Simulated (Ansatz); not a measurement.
Relaxation of ClFH2NSi (6 atoms, charge 0, multiplicity 2), to a largest force component of 0.015 eV/Å in at most 40 steps.

The calculation used Ansatz 0.2.0, UKS PBE-D4/def2-SVP.

```xyz
6
Properties=species:S:1:pos:R:3:forces:R:3
N -0.558 0.707 -0.363 -1.65 3.01 0.33
Si 0.413 -0.595 -0.591 0.39 -1.58 -1.97
F 1.719 -0.171 0.177 3.04 0.36 1.08
Cl -0.378 -2.132 0.421 -0.78 -1.59 0.70
H -1.146 0.570 0.452 -0.77 -0.05 0.28
H -0.008 1.557 -0.143 -0.23 -0.15 -0.42
```

Question: Where does it end, and by what steps?

Answer: The run converged. After 15 steps the energy has fallen by 0.643 eV; H5 moved furthest, 0.54 Å.

| step | energy less start (eV) | largest force component (eV/Å) | accepted |
| --- | --- | --- | --- |
| 0 | 0.0000 | 3.040 | yes |
| 1 | -0.4172 | 1.240 | yes |
| 2 | -0.5253 | 0.613 | yes |
| 3 | -0.5603 | 0.381 | yes |
| 4 | -0.5830 | 0.859 | yes |
| 5 | -0.5396 | 1.278 | no |
| 6 | -0.6244 | 0.509 | yes |
| 7 | -0.6387 | 0.154 | yes |
| 8 | -0.6402 | 0.088 | yes |
| 9 | -0.6413 | 0.101 | yes |
| 10 | -0.6418 | 0.031 | yes |
| 11 | -0.6421 | 0.033 | yes |
| 12 | -0.6424 | 0.031 | yes |
| 13 | -0.6425 | 0.019 | yes |
| 14 | -0.6425 | 0.016 | no |
| 15 | -0.6426 | 0.009 | yes |

```xyz
6
Properties=species:S:1:pos:R:3
N -0.458 0.761 0.092
Si 0.440 -0.609 -0.494
F 1.995 -0.347 -0.035
Cl -0.330 -2.288 0.491
H -1.481 0.720 0.055
H -0.124 1.699 -0.155
```

Whether the end is a true minimum wasn't checked by a vibrational analysis.

Time of the run: 48 s on 1 thread of Arm Neoverse V2, with other jobs on the host, peak memory 0.17 GiB.
